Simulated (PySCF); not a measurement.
Al$_{2}$H$_{2}$N (calculated)

Computed with PySCF 2.14.0. Calculation on a computer-drawn molecule: the log of a Hartree-Fock and frozen-core CCSD(T) single point meant for a local Hartree-Fock minimum, with one planted fault or none, to be diagnosed. Offsets are logged minus clean, where the clean run is the same molecule without the fault. The reference is restricted for singlets and unrestricted otherwise, and also for a bond in bohr or an excited solution. Adding or removing an electron swaps singlet and doublet. The excited solution moves the top pair (singlet) or top alpha electron (doublet) to the lowest empty orbital. Highest occupied and lowest empty are orbital energies over both spins, largest force is the largest gradient component, triples share is (T) over the correlation energy, the T1 limit is 0.02 restricted and 0.045 unrestricted, electrons count all cores, a negative frequency is imaginary (commonest isotopes), and the dipole is about the centre of nuclear charge.

## Al$_{2}$H$_{2}$N

Logged structure:
```xyz
5
Al2H2N
Al    -0.7665     0.7966     2.7002
N      0.4789     0.0115     1.9284
Al     1.7244    -0.7735     1.1565
H     -2.9486     2.1724     4.0524
H      2.8791    -1.5013     0.4407
```

```
meant charge                         : 1
meant multiplicity                   : 1
meant basis                          : cc-pV(D+d)Z
logged electrons                     : 34
logged basis functions               : 70
logged SCF converged                 : yes
logged spin squared                  : 0.8898
logged highest occupied              : -15.189 eV
logged lowest empty                  : -4.9747 eV
logged largest force                 : 0.0090111 hartree/bohr
logged T1 diagnostic                 : 0.055282
logged D1 diagnostic                 : 0.18363
logged triples share                 : 0.045664
logged CC converged                  : yes
logged dipole magnitude              : 0.57676 debye
logged SCF stable within its kind    : yes
logged energy HF                     : -539.1321 hartree
logged energy CCSD(T)                : -539.40974 hartree
possible faults                      : no fault, one electron removed, one electron added, multiplicity raised by two, geometry at a saddle point, SCF held on an excited solution, minimal basis STO-3G, one bond length entered in bohr, all coordinates scaled
planted fault                        : one bond length entered in bohr, row 3 of the drawn bonds
HF energy offset from clean run      : 58.05 kcal/mol
CCSD(T) energy offset from clean run : 68.19 kcal/mol
```

Drawn bonds:
```
atom  other atom  order
   1           2      2
   2           3      1
   1           4      1
   3           5      1
```

Notes: T1 above single-reference limit.
